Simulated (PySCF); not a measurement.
# Vibration and rotation of NiO

PBE0 constants of NiO, ³Σ⁻ (triplet), unpaired electrons π ↑↑ (basis Ni def2-TZVP, O def2-TZVP; no relativity; PySCF 2.14; masses 57.9353 and 15.9949 u):

```
ωe              : 890.9 cm⁻¹
ωexe            : 4.88 cm⁻¹
Be              : 0.51671 cm⁻¹
αe              : 0.00383 cm⁻¹
D (centrifugal) : 6.95e-07 cm⁻¹
```

**Question.** Give the vibrational terms G(v) and spacings up to v = 6.

**Answer.** G(v) = ωe(v+½) − ωexe(v+½)².

| v | G(v) (cm⁻¹) | G(v) − G(v−1) | Bv (cm⁻¹) |
| --- | --- | --- | --- |
| 0 | 444 |  | 0.5148 |
| 1 | 1325 | 881 | 0.5110 |
| 2 | 2197 | 871 | 0.5071 |
| 3 | 3058 | 862 | 0.5033 |
| 4 | 3910 | 852 | 0.4995 |
| 5 | 4752 | 842 | 0.4956 |
| 6 | 5585 | 832 | 0.4918 |

De is left out where the level can put another filling of the metal’s s and d shells below the measured ground configuration, by anything from nothing to about 1 eV. The state is the lowest single determinant that the PBE0 search found; with open d or f shells the true ground state can be another one.
